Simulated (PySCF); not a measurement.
Ge(Cl)3(OSiH3) (Cl3GeH3OSi), SMILES [SiH3][O][Ge]([Cl])([Cl])[Cl].

Geometry: PBE-D3(BJ)/def2-SVP. Other conformers were not sampled.

Method: PySCF with PBE-D3(BJ)/def2-SVP.

Frequencies are harmonic and unscaled.

```csv
mode,ν (cm⁻¹),IR (km/mol),moving atoms (share of kinetic energy)
1,9,0.4,"Si 32 %, Cl 31 %, O 17 %, H 14 %"
2,77,0.8,"Cl 46 %, Si 37 %, H 9 %"
3,86,0.0,H 95 %
4,124,0.2,"Cl 82 %, O 11 %"
5,129,1.8,Cl 80 %
6,157,9.3,"Cl 61 %, Ge 26 %"
7,203,14.1,"O 51 %, Cl 30 %, Ge 15 %"
8,221,9.1,"O 30 %, Cl 25 %, Ge 21 %, Si 19 %"
9,379,15.8,Cl 86 %
10,441,78.1,"Cl 58 %, Ge 42 %"
11,448,79.4,"Cl 58 %, Ge 42 %"
12,543,17.6,"O 37 %, Ge 26 %, Si 22 %, H 14 %"
13,688,41.6,"H 85 %, Si 8 %"
14,701,51.6,"H 77 %, O 13 %, Si 10 %"
15,910,58.3,H 96 %
16,914,226.3,H 87 %
17,917,529.2,"O 44 %, H 35 %, Si 20 %"
18,962,12.2,"H 67 %, O 31 %"
19,2175,60.2,H 98 %
20,2183,109.9,H 96 %
21,2204,100.9,H 96 %
```
